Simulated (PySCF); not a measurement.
germanium monoxide (GeO), singlet, at a GFN2-xTB geometry; M062X/def2-SVP, TDA (PySCF).

Input for PySCF:
```python
from pyscf import gto, scf, dft, tdscf

mol = gto.Mole()
mol.atom = '''
    Ge   -0.000000   -0.000000   -0.315157
    O     0.000000    0.000000    1.260628
'''
mol.basis = 'def2-svp'
mol.charge = 0
mol.spin = 0
mol.verbose = 3
mol.build()

mf = dft.RKS(mol)
mf.xc = 'm062x'
mf.kernel()
td = mf.TDA()
td.nstates = 15
td.kernel()
td.analyze()
```

It wrote (shortened):

```
converged SCF energy = -2151.87063510934
Excitation energies (eV)
[ 5.10909786  5.24956974  5.24956974  5.45024569  5.45036583  8.19754807
  8.99395897  8.99395897 10.14578574 10.14578574 10.82556489 12.53805244
 12.53805244 12.6082968  12.94155593]

** Singlet excitation energies and oscillator strengths **
Excited State   1:      5.10910 eV    242.67 nm  f=0.0000
Excited State   2:      5.24957 eV    236.18 nm  f=0.0837
Excited State   3:      5.24957 eV    236.18 nm  f=0.0837
Excited State   4:      5.45025 eV    227.48 nm  f=0.0000
Excited State   5:      5.45037 eV    227.48 nm  f=0.0000
Excited State   6:      8.19755 eV    151.25 nm  f=0.0008
Excited State   7:      8.99396 eV    137.85 nm  f=0.0111
Excited State   8:      8.99396 eV    137.85 nm  f=0.0111
Excited State   9:     10.14579 eV    122.20 nm  f=0.6021
Excited State  10:     10.14579 eV    122.20 nm  f=0.6021
Excited State  11:     10.82556 eV    114.53 nm  f=0.6382
Excited State  12:     12.53805 eV     98.89 nm  f=0.0772
Excited State  13:     12.53805 eV     98.89 nm  f=0.0772
Excited State  14:     12.60830 eV     98.34 nm  f=1.0353
Excited State  15:     12.94156 eV     95.80 nm  f=0.1440
```
